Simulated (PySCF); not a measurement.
# From computed data to an observable: entropy of an ideal gas

C2H6N, SMILES [CH2]NC, multiplicity 2.

The structure is a stationary point at ωB97X-D3(BJ)/def2-TZVP. The isomer is the one that the SMILES or the coordinates give; other isomers of the formula were not compared.

PySCF with ωB97X-D3(BJ)/def2-TZVP gives the harmonic wavenumbers 194, 331, 391, 614, 647, 983, 1046, 1145, 1262, 1315, 1454, 1481, 1494, 1509, 1551, 3020, 3102, 3144, 3164, 3276, 3625 cm⁻¹ and the rotational temperatures 2.0493, 0.4715, 0.4092 K. The molar mass is 44.08 g/mol, the symmetry number 1, the spin multiplicity 2.

**Question.** Work out the entropy at 298.15 K and 1 atm in the rigid-rotor, harmonic-oscillator model.

**Answer.** 
Translation (Sackur–Tetrode at 1 atm): S = R[1.5 ln M + 2.5 ln T − 1.16487] = 156.0 J/(mol K).
Rotation: q = (√π/σ) T^1.5/√(θA θB θC) = 14500, S = R[ln q + 3/2] = 92.1 J/(mol K).
Vibration: with u = 1.4388 ν/T, each mode gives R[u/(e^u − 1) − ln(1 − e^−u)]:
| ν (cm⁻¹) | modes | u | S (J/(mol K)) |
|---|---|---|---|
| 194 | 1 | 0.94 | 9.16 |
| 331 | 1 | 1.60 | 5.25 |
| 391 | 1 | 1.89 | 4.17 |
| 614 | 1 | 2.96 | 1.78 |
| 647 | 1 | 3.12 | 1.57 |
| 983 | 1 | 4.74 | 0.42 |
| 1046 | 1 | 5.05 | 0.32 |
| 1145 | 1 | 5.53 | 0.22 |
| 1262 | 1 | 6.09 | 0.13 |
| 1315 | 1 | 6.35 | 0.11 |
| 1454 | 1 | 7.02 | 0.06 |
| 1481 | 1 | 7.15 | 0.05 |
| 1494 | 1 | 7.21 | 0.05 |
| 1509 | 1 | 7.28 | 0.05 |
| 1551 | 1 | 7.48 | 0.04 |
The stiffer modes add less than 0.005 each. Sum 23.4 J/(mol K).
Spin: R ln 2 = 5.8 J/(mol K).
Total 277.3 J/(mol K); the program's own thermochemistry gives 277.3. Translation makes up 56 % and vibration 8 %. Anharmonicity, hindered rotation and orbital degeneracy are left out.
